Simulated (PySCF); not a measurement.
# Ta⁵⁶⁺ (tantalum, charge +56) across methods

[Ne] 3s2 3p5, 2P determinant. Computed with PySCF 2.14 in an even-tempered Gaussian basis (17 s from 14 bohr⁻², ratio 2.5; 12 p from 18 bohr⁻², ratio 2.5; 4 d from 76 bohr⁻², ratio 2.7; 4 f from 110 bohr⁻², ratio 2.7), with the spin-free X2C one-electron Hamiltonian (Gaussian nucleus). The B2PLYP total includes its PT2 part (frozen core); its orbital energies are those of the SCF part.

```
 method  E (hartree)  mean ε 3s β (eV)  mean ε 3p α (eV)  mean ε 3p β (eV)  Σ⟨r²⟩ (bohr²)   ⟨S²⟩
    PBE    -12340.82           -6108.5           -5711.9           -5701.6         0.3356  0.750
r2SCANh    -12340.74           -6122.8           -5723.2           -5711.5         0.3357  0.750
    LDA    -12330.27           -6104.6           -5709.5           -5699.1         0.3358  0.750
   PBE0    -12340.59           -6127.4           -5727.4           -5716.4         0.3356  0.750
 B2PLYP    -12340.84           -6147.9           -5744.1           -5732.5         0.3357  0.750
 r2SCAN    -12340.83           -6116.0           -5717.7           -5706.0         0.3357  0.750
```

Estimate the same row for UHF.

E (hartree) = -12339.12346; mean ε 3s β (eV) = -6182.1; mean ε 3p α (eV) = -5771.8; mean ε 3p β (eV) = -5758.9; Σ⟨r²⟩ (bohr²) = 0.3358; ⟨S²⟩ = 0.750.

Spin-orbit coupling, absent here, splits the open shell strongly.
